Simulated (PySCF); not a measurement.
Spinor energies of Ga²⁷⁺ (gallium, charge +27)

Start: [He] 2s2. Calculated with PySCF 2.14 in an even-tempered Gaussian basis (17 s from 2.1 bohr⁻², ratio 2.6; 12 p from 2.7 bohr⁻², ratio 2.6; 7 d from 2.8 bohr⁻², ratio 2.8; 4 f from 57 bohr⁻², ratio 2.8): generalised Hartree-Fock with the X2C-1e Hamiltonian and a Gaussian nucleus; spin-orbit coupling (SO) screened by Boettger's factors.

| spinor shell | electrons | ε, screened SO (eV) | weight of nominal j (screened SO) | rms radius, screened SO (bohr) |
| --- | --- | --- | --- | --- |
| 1s1/2 | 2 | -12381.7 | 1.000 | 0.0555 |
| 2s1/2 | 2 | -2862.2 | 1.000 | 0.216 |

| quantity | screened SO |
| --- | --- |
| E (hartree) | -1168.66288 |
| M_J | 0 |
| ⟨J²⟩ | 0.000 |
| ⟨L²⟩ | 0.000 |
| ⟨S²⟩ | 0.000 |
